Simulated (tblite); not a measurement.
Species: C6H7ClO.
SMILES with atom numbers: `[CH2:1]=[CH:2]/[C:3](=[CH:4]/[CH3:5])[C:6](=[O:7])[Cl:8]` (hydrogens: H9, H10 on C1; H11 on C2; H12 on C4; H13, H14, H15 on C5)

Structure optimised with GFN2-xTB, isolated species.

Problem. What internal coordinates does the optimisation give?

Solution. 
| bond | length (Å) | order |
| --- | --- | --- |
| C1=C2 | 1.327 | double |
| C2–C3 | 1.459 | single |
| C3=C4 | 1.343 | double |
| C4–C5 | 1.485 | single |
| C3–C6 | 1.472 | single |
| C6=O7 | 1.185 | double |
| C6–Cl8 | 1.785 | single |
| C1–H9 | 1.077 | single |
| C1–H10 | 1.076 | single |
| C2–H11 | 1.082 | single |
| C4–H12 | 1.084 | single |
| C5–H13, C5–H14, C5–H15 | 1.089 | single |

Bonds in one row agree within 0.01 Å and their mean is given. Orders are formal, as drawn. A selection of angles:
| angle | degrees |
| --- | --- |
| C1–C2–C3 | 125.2 |
| C2–C3–C4 | 121.5 |
| C2–C3–C6 | 118.3 |
| C4–C3–C6 | 120.2 |
| C3–C4–C5 | 127.1 |
| C3–C6–O7 | 129.8 |
| C3–C6–Cl8 | 110.8 |
| O7–C6–Cl8 | 119.3 |

Torsions: C1–C2–C3–C4 -165° (antiperiplanar); C2–C3–C4–C5 180° (antiperiplanar); C2–C3–C6–O7 -124° (anticlinal). The mirror-image conformer, all signs reversed, is as good.

The 5 C–C bonds span 1.327 Å (C1=C2, drawn double) to 1.485 Å (C4–C5, drawn single), a spread of 0.158 Å. Of the pairs four or more bonds apart, C6···H15 is among the closest relative to their van der Waals radii: 2.57 Å, 89 % of the sum of Bondi's values.

Point group: C1 (no symmetry element, even within 0.4 Å). Its GFN2-xTB frequencies are all real (lowest 27 cm⁻¹). One conformer, not necessarily the lowest.

All values are computed, not measured.
